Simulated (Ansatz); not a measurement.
Basis-set extrapolation for CH$_{4}$BClF$_{2}$Si (PBE0-D4/def2-TZVP geometry, frozen core, the Gaussian-basis code of Ansatz). Multiplicity 1, RHF reference.

```csv
,def2-TZVPP,def2-QZVPP
HF,-1012.318707,-1012.352009
MP2 correlation,-1.085928,-1.180287
CCSD(T) correlation,-1.174466,not run
```

Energies in hartree. Use E(X) = E(∞) + A·exp(−7.88·√X) for Hartree–Fock and E(X) = E(∞) + B·X^(−2.97) for correlation, with X = 3 and 4, and add CCSD(T) minus MP2 of the smaller set to the MP2 limit.

Problem. What is the CCSD(T) energy at the basis-set limit?

Solution. HF limit: -1012.352009 + (-0.033302) × 0.13774 = -1012.35660. MP2 limit: -1.180287 + (-0.094359) × 0.74074 = -1.25018. Higher-order term: -1.174466 − (-1.085928) = -0.08854. Total: -1013.69532 hartree, 5.50 eV below CCSD(T)/def2-TZVPP.
